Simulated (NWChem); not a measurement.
Molecule: SiHOBr, singlet; SMILES O[Si]Br

```xyz
4

Si     0.6796     1.1598     0.0000
Br    -0.0668    -0.9944     0.0000
O     -0.8082     1.9550     0.0000
H     -0.7090     2.9278     0.0000
```
Atoms are numbered in this order, from 1.

All runs: NWChem. Low-valent species are run as closed-shell singlets; no triplet was tried in these runs. All runs use the structure optimised with PBE-D3(BJ)/def2-SVP.

For level B3PW91/def2-TZVP:

```
Item                         Value
---------------------------  -----
highest occupied level (eV)  -7.19
orbital gap (eV)              4.75
dipole (D)                    2.72
```

What are these values for level PBE/def2-TZVP?

highest occupied level (eV): -6.24
orbital gap (eV): 3.22
dipole (D): 2.58
